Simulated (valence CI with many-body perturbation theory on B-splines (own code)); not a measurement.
**In XLIV: calculated level list**

Method: configuration interaction combined with many-body perturbation theory (CI+MBPT): four valence electrons over a frozen Dirac-Fock core [He], a basis of 11 s, 11 p, 10 d, 8 f, 5 g, 2 h functions for each j, with the one-electron correlation potential Σ1, the two-electron term Σ2, the three-electron term Σ3, Breit, model QED; selected CI, second order for the rest, scaled by the run's own slope (own B-spline code, finite nucleus).

The last digits are not significant, and no measured levels were compared; by estimate large intervals hold to a few tenths of a per cent, small ones and those within an open d or f shell to about a per cent. Among the levels kept, up to 810 cm⁻¹ of a level comes from second order outside the variational space, and about a tenth of that is noise between levels of different J, which matters for small intervals.

Levels 181 to 204 of 204, with energies above the lowest level, (2s^2 2p1/2^2) J=0. "Leading %" is the weight of the configuration and term that name the level; weights of strongly mixed levels are sums over their largest components and can fall short, so below about 35 % the name and the second component can differ from the true leading terms, or belong to a minority configuration. In the jj column 3d3/2^4 stands for four electrons in 3d with j = 3/2. Lifetimes count E1, E2, E3, M1 and M2 decay at the calculated energies, and are blank where another channel may lead or the interval is too uncertain; long ones can be off by a factor of two.

```tsv
No.	Configuration	Term	J	E (× 10³ cm⁻¹)	Leading %	Second component	Leading jj	Lifetime
181	2s 2p2 3d	3D	3	39466	34	14 % 2s 2p2 3d 1F	2s 2p3/2^2 3d5/2 (71 %)	3.96 fs
182	2p3 3p	3F	3	39482	24	24 % 2s 2p2 3d 1F	2p1/2 2p3/2^2 3p1/2 (52 %)	7.13 fs
183	2s 2p2 3d	1D	2	39507	54	27 % 2s 2p2 3d 3D	2s 2p3/2^2 3d5/2 (90 %)	26.4 fs
184	2s 2p2 3d	3P	1	39528	44	34 % 2s 2p2 3d 1P	2s 2p3/2^2 3d5/2 (89 %)	2.94 fs
185	2s 2p2 3d	1D	2	39621	41	21 % 2s 2p2 3d 3P	2s 2p3/2^2 3d5/2 (76 %)	2.11 fs
186	2p3 3p	3P	2	39630	47	18 % 2p3 3p 3D	2p1/2 2p3/2^2 3p1/2 (85 %)	7.25 fs
187	2p3 3p	3D	1	39715	68	24 % 2p3 3p 1P	2p1/2 2p3/2^2 3p1/2 (90 %)	20.3 fs
188	2p3 3p	5P	3	39824	52	24 % 2p3 3p 3F	2p1/2 2p3/2^2 3p3/2 (98 %)	14.1 fs
189	2p3 3p	3P	0	39826	93	6 % 2p3 3p 1S	2p1/2 2p3/2^2 3p3/2 (88 %)	11.9 fs
190	2p3 3p	3P	2	39835	38	29 % 2p3 3p 3D	2p1/2 2p3/2^2 3p3/2 (98 %)	12.6 fs
191	2p3 3p	1P	1	39945	43	28 % 2p3 3p 3D	2p1/2 2p3/2^2 3p3/2 (92 %)	12.1 fs
192	2p3 3p	3P	0	39960	68	30 % 2p3 3p 1S	2p1/2 2p3/2^2 3p1/2 (88 %)	10.1 fs
193	2p3 3p	3D	3	39973	67	29 % 2p3 3p 1F	2p1/2 2p3/2^2 3p3/2 (99 %)	14.1 fs
194	2p3 3p	3F	4	39980	98		2p1/2 2p3/2^2 3p3/2 (98 %)	15.1 fs
195	2p3 3p	3P	1	40115	75	18 % 2p3 3p 1P	2p1/2 2p3/2^2 3p3/2 (98 %)	12.8 fs
196	2p3 3p	1D	2	40200	52	28 % 2p3 3p 3P	2p1/2 2p3/2^2 3p3/2 (98 %)	13.7 fs
197	2p3 3d	3D°	1	40230	45	41 % 2p3 3d 5D°	2p1/2 2p3/2^2 3d3/2 (97 %)	30.6 fs
198	2p3 3d	3F°	2	40239	40	37 % 2p3 3d 5D°	2p1/2 2p3/2^2 3d3/2 (96 %)	32.1 fs
199	2p3 3d	5D°	0	40246	50	32 % 2p3 3d 1S°	2p1/2 2p3/2^2 3d3/2 (95 %)	24.6 fs
200	2p3 3d	3G°	3	40279	34	26 % 2p3 3d 5D°	2p1/2 2p3/2^2 3d3/2 (93 %)	18.8 fs
201	2p3 3p	3P	1	40304	48	29 % 2p3 3p 3S	2p1/2 2p3/2^2 3p3/2 (99 %)	12.9 fs
202	2p3 3p	3D	2	40320	50	32 % 2p3 3p 1D	2p1/2 2p3/2^2 3p3/2 (98 %)	13.0 fs
203	2p3 3d	5D°	4	40358	47	46 % 2p3 3d 3G°	2p1/2 2p3/2^2 3d5/2 (89 %)	900 fs
204	2p3 3d	3D°	3	40371	57	20 % 2p3 3d 5D°	2p1/2 2p3/2^2 3d5/2 (95 %)	80.2 fs
```

Where two levels of one J and parity lie close, their mixing, g and order are uncertain.
